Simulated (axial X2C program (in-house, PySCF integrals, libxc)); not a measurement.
# ZrP⁺: bond constants with and without spin–orbit coupling

All values were computed with an axial X2C code built on PySCF integrals. Spin-free means the one-electron spin-free X2C Hamiltonian; two-component (2c) means X2C with spin–orbit coupling and atomic mean-field two-electron Coulomb and Gaunt terms, so the difference of the two also holds small scalar two-electron terms. Basis: Zr dyall-cv3z [11s12p9d6f3g], P dyall-v3z [8s7p2d1f] (cores contracted in-house); Gaussian nuclei, density fitting, unrestricted open shells. Masses: Zr 89.905 u, P 30.974 u.

The run was started with this input:
```json
{"zs": [40, 15], "q": 1, "bas": ["dyall-cv3z", "dyall-v3z"], "levels": ["PBE0", "HF", "B97-3"], "cc": true, "r0": 2.29, "thr": -1.0, "nmax": 90, "npts": 10, "nst": 2, "ntry": 6}
```
```bash
python so2c.py task.json out
```

Keys: zs atomic numbers; q charge; bas basis sets; levels methods; cc coupled cluster on or off; r0 starting distance in Å; thr threshold in hartree for freezing inner shells (an s shell follows its p shell); nmax most natural virtual spinors; npts points on the curve; nst determinants followed; ntry starts of the search. HF also brings MP2.

State, spin-free: M_S = 0, Λ = 0 (closed shell); electrons by block: σα: 13, σβ: 13, π+α: 6, π+β: 6, π-α: 6, π-β: 6, δ+α: 1, δ+β: 1, δ-α: 1, δ-β: 1. Fragments: Zr+ + P.

State, 2c: Ω = 0 (closed shell); electrons by block: 1/2: 19, -1/2: 19, 3/2: 7, -3/2: 7, 5/2: 1, -5/2: 1. Fragments: Zr+ + P.

```
Hamiltonian    level  Re (Å)  ωe (cm⁻¹)  Be (cm⁻¹)  αe (cm⁻¹)  De (eV)  D0 (eV)  k (mdyn/Å)  μ (D)
  spin-free     PBE0   2.146      564.6      0.159   0.000466     3.61     3.57        4.33  -5.60
  spin-free       HF   2.138      582.4     0.1601   0.000348   -0.666   -0.703         4.6  -6.93
  spin-free     CCSD   2.177      524.1     0.1544    0.00054     2.95     2.91        3.73    n/a
  spin-free  CCSD(T)   2.199      503.5     0.1513    0.00056     3.47     3.44        3.44    n/a
  spin-free    B97-3   2.149      559.8     0.1584   0.000483     4.11     4.08        4.25  -5.58
         2c     PBE0   2.146      564.3     0.1589   0.000467      n/a      n/a        4.32  -5.58
         2c    B97-3   2.149      559.5     0.1584   0.000484      n/a      n/a        4.25  -5.57
```

Correlated methods: 8 electrons correlated (number of frozen shells: Zr 4 s, 3 p, 1 d; P 2 s, 1 p), 280 virtual spin orbitals or spinors in MP2, 88 natural virtuals in coupled cluster.

Dipoles are positive if P is the positive end and refer to the centre of mass.

The state is a single determinant with fixed occupations, the lowest that a limited PBE0 search found. The closed shell is kept restricted, so the energy runs too high when the bond is stretched far. De is counted from the lowest determinant-based energies of the atoms at the same level, without counterpoise correction. De is not given where an atomic determinant may have missed its ground term or J level, or where the truncated virtual space spoils (T). CCSD and (T) use frozen natural virtuals with an MP2 correction for the truncation; (T) itself is uncorrected, so its De runs slightly low. Without a current term, density functionals place determinants with orbital angular momentum somewhat too high. The outer-core s and p shells of the metal are frozen in the correlated rows, which leaves out core–valence correlation; for alkali and alkaline-earth bonds that tends to lengthen them. The T1 diagnostic is large, a sign of multireference character. With the outer-core shells frozen, correlated bond lengths of heavy atoms tend to come out a few hundredths of an ångström too long.

No reliable constants came from CCSD (2c), CCSD(T) (2c), HF (2c), MP2 (2c), MP2 (spin-free): no minimum in range, unconverged points, a curve that is not smooth, a change of character along it, or the two Hamiltonians disagreeing along it.

Rough cost a point (2c) on 1 thread(s) of a shared host, integrals apart: PBE0 1.3 s, B97-3 1.3 s.

The whole task took 3.4 min on 1 thread of Intel(R) Xeon(R) 6975P-C (Granite Rapids), with other jobs on the host.
